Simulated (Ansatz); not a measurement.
Reaction (cleavage of the B–Ge bond): `[BH2][GeH]1[O]C[O]1` + `S[CH2][GeH3]` → `BS[CH2][GeH3]` + `C1[O][GeH2][O]1`

Isolated molecules relaxed with PBE0-D4/def2-TZVP in Ansatz; ΔE leaves out vibrations. CCSD(T)/CBS adds triple-zeta CCSD(T) − MP2 to the extrapolated MP2 energy (def2 sets, frozen cores). DFT in def2-TZVPP. For Ge outer-core shells are correlated without core-valence functions, which leaves a few kJ/mol of doubt a bond. Scalar relativity is left out up to krypton. One conformer a species, not always the lowest.

CCSD(T)/CBS gives -27.8 kcal/mol.

(1) Another level gave -28.5 kcal/mol. Which?
A. HF/def2-TZVPP
B. r2SCAN/def2-TZVPP
C. ωB97M-V/def2-TZVPP
D. ωB97X-V/def2-TZVPP

Largest T1 diagnostic among the species: 0.013.

Results:

(1) C. ωB97M-V -28.5, r2SCAN -29.5, ωB97X-V -27.5, HF/def2-TZVPP -25.0 kcal/mol.

In def2-TZVPP, CCSD(T) changes the Hartree–Fock value by −3.0 kcal/mol (the triples alone add −1.1 kcal/mol) and MP2 by −4.7 kcal/mol.
